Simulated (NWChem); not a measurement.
Species: MgNH₂F; SMILES [NH2][Mg][F]

```xyz
5

Mg     0.0000     0.0000    -0.0826
F      0.0000     0.0000    -1.8263
N      0.0000     0.0000     1.8037
H      0.0000    -0.8193     2.4010
H      0.0000     0.8193     2.4010
```
Atoms are numbered in this order, from 1.

Program: NWChem. Pople sets run with spherical d functions. Geometry: optimised at B3LYP/6-31G* (spherical d). Vertical excitations in the gas phase.

Predict the results for B3LYP/6-31+G*, TDA. Quantities: lowest excitation, singlet (eV); oscillator strength of that lowest state; lowest triplet (eV); orbital gap (eV).


```yaml
lowest excitation, singlet (eV): 3.71
oscillator_strength_of_that_lowest_state: 0.056
lowest triplet (eV): 3.36
orbital gap (eV): 4.72
```
